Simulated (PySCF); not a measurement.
# Two-component Hartree-Fock for Ce⁴⁺ (cerium, charge +4)

Start: [Xe]. Calculated with PySCF 2.14 in x2c-QZVPPall-2c (16s16p12d6f4g1h, 213 functions): generalised Hartree-Fock with the X2C-1e Hamiltonian and a Gaussian nucleus; one run each with spin-orbit coupling (SO) switched off, then screened by Boettger's factors.

```
spinor shell  electrons  ε, spin-free (eV)  ε, screened SO (eV)  weight of nominal j (screened SO)  rms radius, screened SO (bohr)
       1s1/2          2           -40688.1             -40682.7                              1.000                          0.0280
       2s1/2          2            -6663.1              -6661.4                              1.000                           0.114
       2p1/2          2            -5965.3              -6277.9                              1.000                          0.0979
       2p3/2          4            -5965.3              -5827.6                              1.000                           0.104
       3s1/2          2            -1518.1              -1517.5                              1.000                           0.296
       3p1/2          2            -1291.1              -1353.9                              1.000                           0.288
       3d3/2          4            -968.42              -979.67                              1.000                           0.272
       3d5/2          6            -968.42              -960.39                              1.000                           0.276
       4s1/2          2            -362.82              -362.66                              1.000                           0.674
       4p1/2          2            -285.46              -299.16                              1.000                           0.696
       4p3/2          4            -285.46              -279.28                              1.000                           0.723
       4d3/2          4            -170.43              -172.49                              1.000                           0.787
       4d5/2          6            -170.43              -168.91                              1.000                           0.797
       5s1/2          2            -89.591              -89.556                              1.000                            1.56
       5p1/2          2            -66.198              -68.573                              1.000                            1.70
       5p3/2          4            -66.198              -65.122                              1.000                            1.77
```

Question: Where does 3p3/2 lie, and what is the 3p spin-orbit splitting (screened SO)?

Answer: At -1263.1 eV, 90.831 eV above 3p1/2.

| quantity | spin-free | screened SO |
| --- | --- | --- |
| E (hartree) | -8852.07943 | -8855.95060 |
| M_J | 0 | 0 |
| ⟨J²⟩ | 0.000 | 0.000 |
| ⟨L²⟩ | 0.000 | 0.040 |
| ⟨S²⟩ | 0.000 | 0.040 |

Breit and QED terms are absent; they matter most for the inner s and p1/2 levels.

Densities and radii are taken from the X2C orbitals without a picture-change correction, which distorts them close to the nucleus.

Without spin-orbit coupling the j labels of p, d and f shells carry no meaning; the spin-free column gives the mean over the occupied spinors of each nl shell.
